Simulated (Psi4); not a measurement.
C2H3 (SMILES [CH]=C), doublet (typed; the unrestricted solution is spin-contaminated), at a GFN2-xTB geometry; HF/def2-SV(P) run with Psi4.

Input for Psi4:
```
memory 2 GB

molecule mol {
0 2
  C     0.052544   -0.574335   -0.017338
  C     0.036991    0.712736    0.021975
  H    -0.843871   -1.201497   -0.040558
  H     0.974659   -1.139616   -0.030490
  H    -0.667997    1.510703    0.043223
}

set basis def2-sv(p)
set reference uhf
set scf_type direct

energy('scf')
print_variables()
```

It wrote (shortened):

```
   => Loading Basis Set <=

    Name: DEF2-SV(P)
    Role: ORBITAL
    Keyword: BASIS

         ---------------------------------------------------------
                                   SCF
               by Justin Turney, Rob Parrish, Andy Simmonett
                          and Daniel G. A. Smith
                              UHF Reference
         ---------------------------------------------------------

  ==> Geometry <==

    Molecular point group: c1
    Full point group: C1

    Geometry (in Angstrom), charge = 0, multiplicity = 2:

       Center              X                  Y                   Z               Mass
    ------------   -----------------  -----------------  -----------------  -----------------
         C            0.032820136938    -0.604823455391    -0.018359381165    12.000000000000
         C            0.017267136938     0.682247544609     0.020953618835    12.000000000000
         H           -0.863594863062    -1.231985455391    -0.041579381165     1.007825032230
         H            0.954935136938    -1.170104455391    -0.031511381165     1.007825032230
         H           -0.687720863062     1.480214544609     0.042201618835     1.007825032230

  Running in c1 symmetry.

  Rotational constants: A =      8.19233  B =      1.10811  C =      0.97608 [cm^-1]
  Rotational constants: A = 245600.01523  B =  33220.35249  C =  29262.27788 [MHz]
  Nuclear repulsion =   28.740272299044708

  Charge       = 0
  Multiplicity = 2
  Electrons    = 15
  Nalpha       = 8
  Nbeta        = 7

  ==> Algorithm <==

  SCF Algorithm Type is DIRECT.
  DIIS enabled.
  MOM disabled.
  Fractional occupation disabled.
  Guess Type is SAD.
  Energy threshold   = 1.00e-06
  Density threshold  = 1.00e-06
  Integral threshold = 1.00e-12

  ==> Primary Basis <==

  Basis Set: DEF2-SV(P)
    Blend: DEF2-SV(P)
    Number of shells: 18
    Number of basis functions: 34
    Number of Cartesian functions: 36
    Spherical Harmonics?: true
    Max angular momentum: 2

   => Loading Basis Set <=

    Name: (DEF2-SV(P) AUX)
    Role: JKFIT
    Keyword: DF_BASIS_SCF

  Starting with a DF guess...

  ==> Integral Setup <==

  SCF_SUBTYPE=INCORE selected. In-core MEM_DF algorithm will be used.
  Using in-core AOs.

  ==> MemDFJK: Density-Fitted J/K Matrices <==

    J tasked:                   Yes
    K tasked:                   Yes
    wK tasked:                   No
    Algorithm:                 Core
    Schwarz Cutoff:           1E-12
    Mask sparsity (%):       0.0000
    Fitting Condition:        1E-10

   => Auxiliary Basis Set <=

  Basis Set: (DEF2-SV(P) AUX)
    Blend: DEF2-UNIVERSAL-JKFIT
    Number of shells: 68
    Number of basis functions: 204
    Number of Cartesian functions: 238
    Spherical Harmonics?: true
    Max angular momentum: 4

  Minimum eigenvalue in the overlap matrix is 4.2794564389E-03.
  Reciprocal condition number of the overlap matrix is 9.2710970355E-04.
    Using symmetric orthogonalization.

  ==> Pre-Iterations <==

  SCF Guess: Superposition of Atomic Densities via on-the-fly atomic UHF (no occupation information).

   -------------------------
    Irrep   Nso     Nmo
   -------------------------
     A         34      34
   -------------------------
    Total      34      34
   -------------------------

  ==> Iterations <==

                           Total Energy        Delta E     RMS |[F,P]|

   @DF-UHF iter SAD:   -76.58408931869739   -7.65841e+01   0.00000e+00
   @DF-UHF iter   1:   -77.25647834979682   -6.72389e-01   7.86407e-03 ADIIS/DIIS
   @DF-UHF iter   2:   -77.30915788280211   -5.26795e-02   2.98651e-03 ADIIS/DIIS
   @DF-UHF iter   3:   -77.31705734588711   -7.89946e-03   1.03966e-03 ADIIS/DIIS
   @DF-UHF iter   4:   -77.31959209305660   -2.53475e-03   5.01202e-04 ADIIS/DIIS
   @DF-UHF iter   5:   -77.32024272325424   -6.50630e-04   3.94877e-04 ADIIS/DIIS
   @DF-UHF iter   6:   -77.32091778423575   -6.75061e-04   3.40961e-04 ADIIS/DIIS
   @DF-UHF iter   7:   -77.32211142081945   -1.19364e-03   2.73124e-04 ADIIS/DIIS
   @DF-UHF iter   8:   -77.32333987516931   -1.22845e-03   9.64421e-05 DIIS
   @DF-UHF iter   9:   -77.32335325638252   -1.33812e-05   5.32999e-05 DIIS
   @DF-UHF iter  10:   -77.32337806485054   -2.48085e-05   1.88497e-05 DIIS
   @DF-UHF iter  11:   -77.32337858288278   -5.18032e-07   1.09435e-05 DIIS
   @DF-UHF iter  12:   -77.32337961533666   -1.03245e-06   2.31654e-06 DIIS
   @DF-UHF iter  13:   -77.32337966209683   -4.67602e-08   4.74851e-07 DIIS

  DF guess converged.

  ==> DirectJK: Integral-Direct J/K Matrices <==

    J tasked:                  Yes
    K tasked:                  Yes
    wK tasked:                  No
    Integrals threads:           1
    Screening Type:           CSAM
    Screening Cutoff:        1E-12
    Incremental Fock:           No

   @UHF iter  14:   -77.32339920497225   -7.73234e+01   4.24000e-06 DIIS
   @UHF iter  15:   -77.32339921352320   -8.55096e-09   6.79539e-07 DIIS
  Energy and wave function converged.

  ==> Post-Iterations <==

   @Spin Contamination Metric:   1.777427082E-01
   @S^2 Expected:                7.500000000E-01
   @S^2 Observed:                9.277427082E-01
   @S   Expected:                5.000000000E-01
   @S   Observed:                5.000000000E-01

    Orbital Energies [Eh]
    ---------------------

    Alpha Occupied:

       1A    -11.254755     2A    -11.223423     3A     -1.043499
       4A     -0.784838     5A     -0.643001     6A     -0.606245
       7A     -0.414877     8A     -0.399011

    Alpha Virtual:

       9A      0.175971    10A      0.216238    11A      0.223506
      12A      0.271688    13A      0.485845    14A      0.516678
      15A      0.623479    16A      0.674046    17A      0.679868
      18A      0.698616    19A      0.825778    20A      0.899938
      21A      0.923276    22A      0.982643    23A      1.088504
      24A      1.173671    25A      1.735589    26A      1.785841
      27A      1.928141    28A      2.137472    29A      2.138258
      30A      2.349527    31A      2.425516    32A      2.730160
      33A      2.979443    34A      3.126483

    Beta Occupied:

       1A    -11.237255     2A    -11.217827     3A     -1.010746
       4A     -0.737780     5A     -0.622654     6A     -0.571370
       7A     -0.401096

    Beta Virtual:

       8A      0.128513     9A      0.197972    10A      0.217250
      11A      0.234764    12A      0.278515    13A      0.503658
      14A      0.527634    15A      0.668855    16A      0.685776
      17A      0.692272    18A      0.801577    19A      0.837118
      20A      0.919007    21A      0.928899    22A      0.988763
      23A      1.106804    24A      1.200441    25A      1.746838
      26A      1.818347    27A      2.018228    28A      2.170389
      29A      2.182420    30A      2.361419    31A      2.434604
      32A      2.742205    33A      3.009805    34A      3.140386

    Final Occupation by Irrep:
              A
    DOCC [     7 ]
    SOCC [     1 ]
    NA   [     8 ]
    NB   [     7 ]

  @UHF Final Energy:   -77.32339921352320

   => Energetics <=

    Nuclear Repulsion Energy =             28.7402722990447081
    One-Electron Energy =                -159.9589624536390602
    Two-Electron Energy =                  53.8952909410711527
    Total Energy =                        -77.3233992135232029

  UHF NO Occupations:
  HONO-2 :    6  A 1.9968190
  HONO-1 :    7  A 1.9137448
  HONO-0 :    8  A 1.0000000
  LUNO+0 :    9  A 0.0862552
  LUNO+1 :   10  A 0.0031810
  LUNO+2 :   11  A 0.0016334
  LUNO+3 :   12  A 0.0008456

Computation Completed

Properties will be evaluated at   0.000000,   0.000000,   0.000000 [a0]

Properties computed using the SCF density matrix

 Multipole Moments:

 ------------------------------------------------------------------------------------
     Multipole            Electronic (a.u.)      Nuclear  (a.u.)        Total (a.u.)
 ------------------------------------------------------------------------------------

 L = 1.  Multiply by 2.5417464519 to convert [e a0] to [Debye]
 Dipole X            :          0.3456501           -0.5590886           -0.2134385
 Dipole Y            :          0.7867691           -0.8642300           -0.0774609
 Dipole Z            :          0.0256280           -0.0289576           -0.0033296
 Magnitude           :                                                    0.2270842

 ------------------------------------------------------------------------------------

  Variable Map:
  ----------------------------------------------------------------------------
  "CURRENT ENERGY"           =>     -77.323399213523
  "CURRENT REFERENCE ENERGY" =>     -77.323399213523
  "DD SOLVATION ENERGY"      =>       0.000000000000
  "HF KINETIC ENERGY"        =>      77.163694972764
  "HF POTENTIAL ENERGY"      =>    -154.487094186288
  "HF TOTAL ENERGY"          =>     -77.323399213523
  "HF VIRIAL RATIO"          =>       2.002069681096
  "NUCLEAR REPULSION ENERGY" =>      28.740272299045
  "ONE-ELECTRON ENERGY"      =>    -159.958962453639
  "PCM POLARIZATION ENERGY"  =>       0.000000000000
  "PE ENERGY"                =>       0.000000000000
  "SCF ITERATION ENERGY"     =>     -77.323399213523
  "SCF ITERATIONS"           =>      15.000000000000
  "SCF TOTAL ENERGY"         =>     -77.323399213523
  "TWO-ELECTRON ENERGY"      =>      53.895290941071

  Array Variable Map:
  ----------------------------------------------------------------------------
  "CURRENT DIPOLE"           =>      -0.213438463581 ... -0.003329639017 1 by 3
  "SCF DIPOLE"               =>      -0.213438463581 ... -0.003329639017 1 by 3
  "SCF TOTAL ENERGIES"       =>     -77.323399204972 ... -77.323399213523 1 by 2
```
